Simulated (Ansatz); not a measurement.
**Telling isomers of C3H9Sn apart by their spectra**

These gas-phase data were calculated for one isomer of C3H9Sn at PBE0-D3(BJ)/def2-SVP (harmonic, unscaled wavenumbers; equilibrium rotational constants with average atomic masses):

- rotational constants: 5.824, 2.535, 1.962 GHz
- all wavenumbers above 1500 cm⁻¹: 3195, 3178, 3153, 3133, 3117, 3083, 3064, 3035, 1816
- dipole moment: 0.86 D (PBE0/def2-TZVPD)

Candidates:

(1) `C[CH2][SnH][CH3]`, a doublet
(2) `[CH3][Sn]([CH3])[CH3]`, a doublet

Task: Assign the data to one candidate and say why.

Result: Candidate (1). The band at 1816 cm⁻¹ lies where the Sn–H stretch is expected; (2) has no mode between 1650 and 2000 cm⁻¹.

The same quantities for all candidates:

|  | rotational constants (GHz) | wavenumbers above 1500 cm⁻¹ | dipole (D) | E above the lowest, PBE0-D3(BJ)/def2-SVP (kcal/mol) |
| --- | --- | --- | --- | --- |
| (1) | 5.824, 2.535, 1.962 | 3195, 3178, 3153, 3133, 3117, 3083, 3064, 3035, 1816 | 0.86 | 5.4 |
| (2) | 3.928, 3.928, 2.469 | 3192, 3192, 3192, 3173, 3173, 3173, 3060, 3060, 3060 | 0.33 | 0.0 |

Harmonic stretches to hydrogen usually lie a few per cent above observed fundamentals. Each candidate is one conformer. Open shells are spin-unrestricted. Atoms past krypton carry core potentials. Programs: Ansatz 0.2.0.
